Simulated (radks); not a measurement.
Values are calculated unless marked as measured or tabulated.
Ionisation of neutral arsenic, [Ar] 3d10 4s2 4p3, to [Ar] 3d10 4s2 4p2 as the strength of local exchange is varied. Code: a radial shooting solver on a logarithmic mesh with Libxc functionals. Model: scalar-relativistic Kohn-Sham, Slater X-alpha exchange (alpha = 2/3 is LDA exchange), no correlation, spin-polarised, spherical densities, finite nucleus; open shells are filled with parallel spins first; Fermi nuclear charge, rms radius 4.0968 fm.

| alpha | E(As) (hartree) | exchange (hartree) | IE (eV) | -e of the level emptied (eV) | <r> of it (bohr) |
|---|---|---|---|---|---|
| 0.656 | -2253.61708 | -76.29950 | 9.010 | 5.120 (4p) | 2.567 |
| 0.667 | -2254.89811 | -77.62356 | 9.126 | 5.223 (4p) | 2.557 |
| 0.706 | -2259.44584 | -82.32970 | 9.543 | 5.596 (4p) | 2.522 |
| 0.912 | -2283.62059 | -107.49130 | 11.883 | 7.727 (4p) | 2.363 |
| 0.997 | -2293.67058 | -118.02178 | 12.912 | 8.682 (4p) | 2.306 |

NIST Atomic Spectra Database: 9.789 eV (measured). The Delta-SCF value meets it near alpha = 0.73. Open shells are spherical and high-spin; term and fine-structure splittings are not resolved.
